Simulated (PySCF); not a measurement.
# Diatomics with 53 electrons

PBE0 in PySCF with x2c-SVPall on every atom, spin-free X2C, for the lowest determinant that a PBE0 search found; no spin–orbit coupling. All have 53 electrons, 7 of them in the valence shells, and the same state, a doublet (π ↑). For ions De leads to the atom and ion picked by measured ionisation energies and electron affinities.

```csv
species,difference of nuclear charges,Re (Å),ωe (cm⁻¹),k (mdyn/Å),De (eV),dissociates to,Mayer bond order
KSe,15,2.952,198,0.607,2.33,K + Se,0.74
KBr⁺,16,3.418,83.2,0.106,0.28,K⁺ + Br,0.18
SrS⁺,22,2.572,336,1.56,2.92,Sr⁺ + S,1.25
HI⁺,52,1.637,2243,2.96,3.32,H + I⁺,0.94
```

Task: Which member of the whole set has the stiffest bond, and how does it compare with the softest?

Result: HI⁺ with k = 2.96 mdyn/Å, 28 times that of KBr⁺.

Weak bonds: KBr⁺. Basis-set superposition, not corrected here, can be much of De in a small basis, most of all at correlated wavefunction levels. Spin–orbit coupling is left out, which matters for elements this heavy, above all for dissociation energies. For an ion De counts to the pair picked by the measured ionisation energies or electron affinities, which need not be the lowest pair at this level. States were picked by a PBE0 search and need not be the measured ground states.
